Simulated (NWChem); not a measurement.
# Atomisation of C$_{3}$H$_{3}$ClF$_{2}$

SMILES: C=C(Cl)C(F)F
```xyz
9

C     -1.5745    -0.5745    -0.7132
C     -0.5249     0.0724    -0.2158
Cl    -0.6475     1.6088     0.5662
C      0.8914    -0.4387    -0.2768
F      0.9333    -1.6102    -0.9408
F      1.3672    -0.6439     0.9675
H     -1.4238    -1.5396    -1.1996
H     -2.5816    -0.1603    -0.6466
H      1.5573     0.2819    -0.7852
```
Charge 0, spin multiplicity 1.

Program: NWChem. The geometry was optimised at PBE0/def2-SVP, a minimum by its harmonic frequencies. It is one conformer; others weren't searched.

Basis set: def2-SVP. The atomisation energy is electronic alone: no zero-point, thermal, spin-orbit or counterpoise terms. No value is extrapolated to the basis-set limit. Free atoms are single determinants with multiplicities C 3, Cl 2, F 2, H 2. Correlated methods freeze the same cores in atoms and molecule, 10 orbitals in all.

B3LYP has NWChem's definition, with VWN1-RPA local correlation. The structure started from a generated list of species. The stability of the SCF solutions was not checked. Open-shell Hartree-Fock references start from PBE0 orbitals.

Question: One of these methods gave an atomisation energy of 878.3 kcal/mol. Which?
A) MP2
B) HF
C) PBE0
D) B3LYP

Answer: C, PBE0. The others give 842.9 (MP2), 862.6 (B3LYP), 617.6 (HF).
